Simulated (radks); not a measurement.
Question: Valence configurations of Mo (all share [Kr]). Calculated with a radial shooting solver on a logarithmic mesh with Libxc functionals: scalar-relativistic Kohn-Sham, r2SCAN, spin-unpolarised, spherical densities, finite nucleus; meta-GGA in the generalised Kohn-Sham scheme; Fermi nuclear charge, rms radius 4.4091 fm. Order these by energy: 4d5 5p1; 4d5 5s1; 4d4 5s2; 4d5 5s0.5 5p0.5; 4d4.5 5s1.5; 4d6; 4d4.5 5p1.5; 4d3.5 5s1.5 5p1; 4d4 5s1 5p1; 4d3 5s1.5 5p1.5.

Answer: From the lowest, in eV above it: 4d4.5 5s1.5 0.000; 4d5 5s1 0.056; 4d4 5s2 0.174; 4d6 0.714; 4d5 5s0.5 5p0.5 1.624; 4d5 5p1 3.187; 4d4 5s1 5p1 3.911; 4d3.5 5s1.5 5p1 4.642; 4d4.5 5p1.5 5.144; 4d3 5s1.5 5p1.5 7.810. NIST lists [Kr] 4d5 5s1 as the ground configuration; this level of theory puts 4d4.5 5s1.5 lower, by 0.056 eV. The energies are those of spherical spin-averaged densities, not of single terms.
